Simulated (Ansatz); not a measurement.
CH$_{4}$O$_{2}$SeSi (`O[Si]1([SeH])CO1`), one more setting.

```yaml
crystal:
  periodic: [false, false, false]
  atoms:
    - {symbol: O, position_ang: [-0.735103, 1.160299, 1.260813]}
    - {symbol: Si, position_ang: [0.058484, 0.369614, 0.268861]}
    - {symbol: Se, position_ang: [2.011743, 0.865281, 0.701637]}
    - {symbol: C, position_ang: [-0.456154, -0.982112, -0.530989]}
    - {symbol: O, position_ang: [-0.422469, 0.259150, -1.155725]}
    - {symbol: H, position_ang: [-1.609487, 1.198809, 1.144840]}
    - {symbol: H, position_ang: [2.452856, 0.059096, -0.289561]}
    - {symbol: H, position_ang: [-1.389555, -1.337751, -0.457258]}
    - {symbol: H, position_ang: [0.171290, -1.634797, -0.958258]}
basis:
  gaussian: {orbitals: aug-cc-pVDZ}
magnetization: {spin_polarized: true, initial_magnetization: 2}
hamiltonian: {xc: {name: HSE06}, dispersion: d3bj, pseudopotentials: {relativity: scalar}}
output: {forces: true}
```

```sh
$ ansatz run in.yaml --threads 4 --pin off --events-out ev --progress --plain --max-ram 10444MiB
```

Output, abridged:

```
Functional definition: HSE06
1699 factors; integrals over basis functions are off by at most 7.6e-4 eV
203 factors; integrals over basis functions are off by at most 6.8e-7 eV
mean field evaluation 1: about -78987.6678 eV, gradient 7.1e1 eV
mean field evaluation 2: about -78656.8507 eV, gradient 2.1e2 eV
mean field evaluation 4: about -79000.3433 eV, gradient 4.9e1 eV
mean field evaluation 8: about -79013.4405 eV, gradient 1.1e0 eV
mean field evaluation 16: about -79013.4873 eV, gradient 4.0e-2 eV
mean field evaluation 32: about -79013.4874 eV, gradient 1.6e-5 eV
mean field -79013.48737165 eV, -2903.6921036429 hartree, gradient 1.6e-5 eV, S^2 2.007440; 8 other end points of the search recorded, 0 dependent functions left out
reference -79013.48742825 eV, -2903.6921057229 hartree; 38, 36 occupied and 130, 132 virtual orbitals, 1699 factors
Total energy: -79013.65143731 eV, -2903.6981329445 hartree
Relativity: scalar
Atom 0 at    -0.735103     1.160299     1.260813 Å, force     1.064210     3.519666     5.510537 eV/Å
Atom 1 at     0.058484     0.369614     0.268861 Å, force     4.222299     1.285825     4.843528 eV/Å
Atom 2 at     2.011743     0.865281     0.701637 Å, force     1.744382     4.580362     5.642183 eV/Å
Atom 3 at    -0.456154    -0.982112    -0.530989 Å, force    -0.331726    -2.693128    -1.469374 eV/Å
Atom 4 at    -0.422469     0.259150    -1.155725 Å, force    -2.082127     1.397604    -8.304306 eV/Å
Atom 5 at    -1.609487     1.198809     1.144840 Å, force    -5.925012     0.520672    -0.319335 eV/Å
Atom 6 at     2.452856     0.059096    -0.289561 Å, force     2.449664    -4.197885    -5.205371 eV/Å
Atom 7 at    -1.389555    -1.337751    -0.457258 Å, force    -3.964735    -1.519597     0.954262 eV/Å
Atom 8 at     0.171290    -1.634797    -0.958258 Å, force     2.823046    -2.893520    -1.652124 eV/Å
Dipole moment:    -0.487540    -0.095472     0.167520 e Å
```

It took 11 s on 4 threads of an Intel Xeon 6975P-C on a shared host, with 0.95 GiB of host memory at the peak.
